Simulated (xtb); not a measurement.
3-bromobuta-1,2-diene (C4H5Br), SMILES C=C=C(C)Br. All values are semi-empirical tight-binding results from xtb (GFN2-xTB unless named), good for trends rather than for accurate numbers. Geometry optimised at GFN2-xTB.

```json
{
 "point_group_as_xtb_finds_it": "Cs",
 "orbital_gap": "3.84 eV",
 "zero_point_energy": "45.6 kcal/mol",
 "G − E(el) at 298.15 K (modified RRHO)": "26.1 kcal/mol",
 "static polarisability (D4 model)": "66.9 bohr³",
 "solvation energy, GFN2-xTB/ALPB(water)": "-2.5 kcal/mol",
 "solvation energy, GFN2-xTB/ALPB(ether)": "-6.7 kcal/mol"
}
```
